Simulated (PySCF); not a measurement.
C4H7FSi, SMILES C(C#C)[Si@H](F)C. Geometry optimised at PBE0-D3(BJ)/def2-SVP. The structure was generated by enumeration; whether it is a known compound was not checked. One conformer was computed; it need not be the lowest.

Computed equilibrium geometry at PBE0-D3(BJ)/def2-SVP (PySCF confirms it by a frequency run) as a Z-matrix (one conformer of several):
```
Si
F 1 1.6305
H 1 1.4919 2 106.79
C 1 1.8555 3 112.70 2 119.85
H 4 1.1004 1 111.22 3 -61.77
H 4 1.1008 5 108.72 1 121.25
H 4 1.1016 5 108.22 6 117.20
C 1 1.8884 3 108.56 2 -115.82
H 8 1.1038 1 108.33 3 64.28
H 8 1.1050 9 106.52 1 115.88
C 8 1.4497 9 110.94 10 120.46
C 11 1.2120 10 151.62 8 174.77
H 12 1.0739 10 161.77 8 178.99
```
Charge 0, spin multiplicity 1.
